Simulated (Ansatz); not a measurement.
System: AlH3S2, charge 0, singlet. AlH3S2 (SMILES [SH][AlH][SH]).
B3LYP-D3(BJ)/def2-TZVP minimum from Ansatz (an electronic-structure program):
```xyz
6

Al    -0.5780    -0.3373     0.3316
H     -1.7924    -1.0461     1.0285
S      1.4447    -0.4112     1.1578
H      1.0672    -1.1591     2.2100
S     -0.7975     0.7890    -1.5292
H     -2.1180     0.5458    -1.6071
```

Atomisation energy term by term, kcal/mol (programs: Ansatz). UHF or UKS for unpaired electrons; spin-orbit terms are left out. Correlated methods leave the cores frozen. Rows without X2C or -DK are non-relativistic. CBS(X,Y): correlation extrapolated as X^-3, Hartree-Fock from the larger set (Q,5: extrapolated as (X+1)exp(-9√X)). A bracket is a step between two methods taken in the basis named. '+ core + X2C': CCSD(T) terms for core correlation (cc-pwCVTZ, 1s frozen past Ne) and scalar relativity (cc-pVTZ-DK). For partners of very few electrons the exact lower level stands in for a higher one.

```json
[
 {"term": "Hartree-Fock", "basis": "CBS(cc-pV(Q+d)Z,cc-pV(5+d)Z)", "kcal/mol": "298.71"},
 {"term": "CCSD correlation", "basis": "CBS(cc-pV(Q+d)Z,cc-pV(5+d)Z)", "kcal/mol": "105.39"},
 {"term": "(T)", "basis": "CBS(cc-pV(Q+d)Z,cc-pV(5+d)Z)", "kcal/mol": "7.76"},
 {"term": "CCSDT(Q) - CCSD(T)", "basis": "cc-pV(D+d)Z", "kcal/mol": "0.50"},
 {"term": "core correlation", "basis": "cc-pwCVTZ", "kcal/mol": "-0.05"},
 {"term": "scalar relativity", "basis": "X2C, cc-pVTZ-DK", "kcal/mol": "-1.20"},
 {"term": "sum: De", "basis": "", "kcal/mol": "411.1"}
]
```
